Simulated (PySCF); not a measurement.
## Spinor energies of Ge (germanium, neutral)

Start: [Ar] 3d10 4s1 4p2 5s1; 4s1/2 filled at m_j = +1/2; 4p3/2 filled at m_j = +1/2, +3/2; 5s1/2 filled at m_j = +1/2. Calculated with PySCF 2.14 in x2c-SVPall-2c with one added diffuse shell each of s, p, d type (6s7p4d, 47 functions): generalised Hartree-Fock with the X2C-1e Hamiltonian and a Gaussian nucleus; one run each with spin-orbit coupling (SO) switched off, then screened by Boettger's factors. This is a chosen level, not necessarily the ground level.

```
spinor shell  electrons  ε, spin-free (eV)  ε, screened SO (eV)  weight of nominal j (screened SO)  rms radius, screened SO (bohr)
       1s1/2          2           -11180.4             -11180.3                              1.000                          0.0542
       2s1/2          2            -1458.5              -1458.5                              1.000                           0.227
       2p1/2          2            -1271.0              -1292.9                              1.000                           0.201
       2p3/2          4            -1271.0              -1260.4                              1.000                           0.204
       3s1/2          2            -206.91              -206.95                              1.000                           0.669
       3p1/2          2            -147.35              -150.45                              0.997                           0.694
       3p3/2          4            -147.35              -145.89                              0.999                           0.704
       3d3/2          4            -49.147              -49.583                              0.962                           0.813
       3d5/2          6            -49.147              -48.915                              0.974                           0.814
       4s1/2          1            -23.094              -23.103                              0.999                            2.20
       4p3/2          2            -12.334              -12.302                              0.819                            2.76
       5s1/2          1             -3.082               -3.086                              1.000                            6.28
```

```csv
quantity,spin-free,screened SO
E (hartree),-2096.34603,-2096.40442
M_J,3,3
⟨J²⟩,12.008,12.008
⟨L²⟩,2.006,2.012
⟨S²⟩,6.002,6.000
```

Each row is a mean over spinors that exchange with the open shell spreads, by up to 0.850 eV (3s1/2).

Rows whose weight is well below 1 are mixtures of j = l ± 1/2: exchange outweighs spin-orbit coupling there, and the label is only the starting occupation.

Without spin-orbit coupling the j labels of p, d and f shells carry no meaning; the spin-free column gives the mean over the occupied spinors of each nl shell.
